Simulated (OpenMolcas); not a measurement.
# Br³⁺: from CASSCF to CASPT2

| Quantity | Value |
| --- | --- |
| Program | OpenMolcas 26.06 |
| Basis | ANO-RCC-VTZP [6s5p3d1f] |
| Scalar Hamiltonian | DKH2, point nucleus |
| Active space | 4 electrons in 4 orbitals (4s 4p) |
| State averaging | 2S+1 = 3 even, 3 roots; 2S+1 = 1 even, 6 roots; 2S+1 = 5 odd, 1 root; 2S+1 = 3 odd, 9 roots; 2S+1 = 1 odd, 8 roots |
| Spin-orbit coupling | RASSI with atomic mean-field integrals over the reference wave functions, term energies averaged over their components |

Methods on the same reference wave functions:
A. CASSCF
B. SS-CASPT2, IPEA 0.25 Eh, imaginary shift 0.1 Eh (closed shells correlated: 3d)

Energies in cm⁻¹ above 4s² 4p² ³P₀.

| Level | A | B |
| --- | --- | --- |
| 4s² 4p² ³P₀ | 0.0 | 0.0 |
| 4s² 4p² ³P₁ | 2394 | 2390 |
| 4s² 4p² ³P₂ | 5317 | 5190 |
| 4s² 4p² ¹D₂ | 18701 | 15940 |
| 4s² 4p² ¹S₀ | 32439 | 32750 |
| 4s 4p³ ⁵S°₂ | 69602 | 77020 |
| 4s 4p³ ³D°₂ | 117655 | 107610 |
| 4s 4p³ ³D°₁ | 117764 | 107650 |
| 4s 4p³ ³D°₃ | 118225 | 108040 |
| 4s 4p³ ³P°₀ | 132414 | 126750 |
| 4s 4p³ ³P°₁ | 132653 | 126900 |
| 4s 4p³ ³P°₂ | 133029 | 127220 |
| 4s 4p³ ¹D°₂ | 171308 | 153820 |
| 4s 4p³ ³S°₁ [73 %] | 176050 | 166770 |
| 4s 4p³ ¹P°₁ [73 %] | 186057 | 172850 |

From A to B the spin-free energies of the other terms of 4s² 4p² shown, above ³P, scale by factors of 0.80 to 1.01.

The lowest spin-free term lies below A's lowest term by 0.098 hartree in B.

CASPT2 breaks the degeneracy within a term, and the mean is taken; among the terms shown or strongly mixed into the levels shown the widest spread is 1800 cm-1 (4s 4p³ ¹D°, B). Over all roots computed the reference weight is 0.87 to 0.99 in B; the roots of lowest weight are the least certain, and an intruder state may touch them. Terms of s pⁿ other than that of highest spin mix with s² pⁿ⁻² d, which this space lacks; all of them can be thousands of cm-1 off, and some have no real level of that name. Only configurations of the active space appear.

A share in square brackets marks a mixed level and gives the weight of the term that names it, the lowest over the columns. ° marks odd parity.
